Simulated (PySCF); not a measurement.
Be(Et)2 cation (C₄H₁₀Be), SMILES [CH2]([Be][CH2]C)C (connectivity only; charge and spin as stated), charge +1, multiplicity 2.

Geometry optimised at PBE0-D3(BJ)/def2-SVP. The multiplicity is an assumed one; no other spin state was optimised. The isomer is the one that the SMILES or the coordinates give; other isomers of the formula were not compared. The values are those of a single conformer.

Two levels are set side by side: PBE/def2-TZVP (PySCF) and B3LYP/def2-TZVP (PySCF). Same geometry, gas phase. Differences are taken from unrounded values.

| quantity | PBE |
|---|---|
| α-spin orbital gap (eV) | 5.61 |
| β-spin orbital gap (eV) | 0.67 |
| mean polarisability (bohr³) | 105.1 |

### Question
These are the PBE values. What does B3LYP give? (The exact figures need the calculation; the answer reports its results.)

### Answer

| quantity | B3LYP | PBE minus B3LYP |
|---|---|---|
| α-spin orbital gap (eV) | 7.44 | -1.83 |
| β-spin orbital gap (eV) | 1.73 | -1.07 |
| mean polarisability (bohr³) | 115.2 | -10.1 |

Rough cost on one machine, each run with all the roots and properties that it gave: B3LYP against PBE within a factor of 2.
